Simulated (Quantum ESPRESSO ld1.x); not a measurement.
Results of a calculation; reference values are marked as such.
Q: These are the eigenvalues of the occupied orbitals of an atom or ion with whole-number occupations (eV). Level of theory: scalar-relativistic Kohn-Sham, LDA (Slater exchange, VWN5 correlation), spin-polarised, spherical densities, point nucleus (ld1.x of Quantum ESPRESSO 7.5).

| orbital | eigenvalue |
|---|---|
| 1s up | -18944.9 |
| 1s down | -18944.5 |
| 2s up | -2788.18 |
| 2s down | -2787.87 |
| 2p up | -2509.09 |
| 2p down | -2508.67 |
| 3s up | -593.881 |
| 3s down | -593.311 |
| 3p up | -502.488 |
| 3p down | -501.855 |
| 3d up | -352.746 |
| 3d down | -352.076 |
| 4s up | -197.888 |
| 4s down | -194.433 |
| 4p up | -170.355 |

Which element is it, and in what charge state? The configuration may be excited. Open shells, if any, are filled with parallel spins first.

A: Z = 41, niobium, charge +9: Nb9+ in [Ar] 3d10 4s2 4p2. The list shows which subshells hold electrons but not how many an open one holds; the 1s level, -696.21 hartree, gives Z - s = 37.3 by -(Z - s)^2/2, which with screening and relativity narrows Z to a few neighbours, and the depths of the outer levels then fix element, charge and occupations together.
